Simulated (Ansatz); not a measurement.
`[SiH3]BO[SiH3]` + NH₃ → `NBO[SiH3]` + SiH₄ at 600 K and 1 bar (cleavage of the B–Si bond).

Program: Ansatz. Geometries: PBE0-D4/def2-TZVP. ΔE: electronic, gas phase. CBS: MP2 limit from def2 TZ/QZ plus the TZ coupled-cluster correction, frozen cores. This one scheme is used for every species. One conformer a species, not always the lowest.

```csv
species,CCSD(T)/CBS energy (Eh),H − E (kJ/mol),S (J/(mol·K))
`[SiH3]BO[SiH3]`,-682.38605,241.5,458.6
NH₃,-56.50880,112.4,219.5
`NBO[SiH3]`,-447.48791,240.5,410.2
SiH₄,-291.46306,108.7,242.3
```

H − E and S are ideal-gas, rigid-rotor, harmonic terms from PBE0-D4/def2-TZVP, for one conformer and one mirror image of each species. 1 Eh = 2625.50 kJ/mol, R = 8.31446 J/(mol·K).

Q: By hand: ΔE, ΔH, ΔS and ΔG.

A: ΔE = (-447.48791) + (-291.46306) − (-682.38605) − (-56.50880) = -0.05612 Eh = -147.3 kJ/mol. Δ(H − E) = 240.5 + 108.7 − 241.5 − 112.4 = -4.7, so ΔH = -152.0 kJ/mol. ΔS = 410.2 + 242.3 − 458.6 − 219.5 = -25.6 J/(mol·K). ΔG = -152.0 − 600 × (-25.6)/1000 = -136.6 kJ/mol.

Q: By hand: the equilibrium constant, and the temperature at which ΔG would vanish if ΔH and ΔS stayed fixed.

A: log₁₀ K = −ΔG/(RT ln 10) = 11.9. ΔG = 0 at ΔH/ΔS = 5938 K, far beyond where these terms or the molecules hold.

ΔH outweighs TΔS. A doubt of 5 kJ/mol in ΔE shifts log₁₀ K by 0.4 here. Other conformers and mirror images would add mixing entropy, several J/(mol·K) or more a flexible species. Modes under 60 cm⁻¹, often nearly free rotors, make the harmonic entropy too high. These are equilibria of isolated gas molecules and say nothing of rates. Largest T1 diagnostic: 0.014 (customary marks: 0.02 for closed shells, 0.045 for open ones).
